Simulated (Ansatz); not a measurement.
Frontier orbitals of F$_{2}$H$_{2}$Sn (`[F][SnH2][F]`).

```tsv
atom	x (Å)	y (Å)	z (Å)
F1	-1.5284	-0.8653	-0.4671
Sn2	0.0069	0.1470	0.0446
F3	1.4364	-1.1057	-0.1305
H4	-0.1524	0.4915	1.6937
H5	0.2375	1.3326	-1.1407
```

Total charge 0; spin multiplicity 1. Correlated methods include outer-core shells of Sn, which these sets cover unevenly. Sn: def2 effective core potential. Geometry: relaxed with PBE0-D4/def2-TZVP. Basis def2-TZVPP, the Gaussian-basis code of Ansatz.

A caution on the coupled-cluster cation, which keeps the state that its UHF reference found: large T1 diagnostic of the cation.

| functional | HOMO (eV) | LUMO (eV) | gap (eV) |
| --- | --- | --- | --- |
| PBE | -8.30 | -1.95 | 6.35 |
| PBE0 | -9.87 | -0.96 | 8.91 |
| r2SCAN0 | -10.14 | -0.74 | 9.40 |
| ωB97X-V | -12.27 | 1.07 | 13.34 |
| ωB97M-V | -12.12 | 0.71 | 12.83 |

Task: What is the vertical ionisation energy at frozen-core CCSD(T)/def2-TZVPP? (An estimate is asked.)

Result: Computed: 12.69 eV (T1 of the cation 0.140).

Against PBE, PBE0 changes HOMO and LUMO by −1.57 and +0.99 eV, ωB97M-V by −3.82 and +2.67 eV. A gap of 6.35 eV thus becomes 12.83 eV for the same molecule, so an orbital gap means little without its functional. A positive LUMO is unbound and depends on the basis. −ε(HOMO) differs from that ionisation energy by −4.39 eV with PBE and −0.57 eV with ωB97M-V.
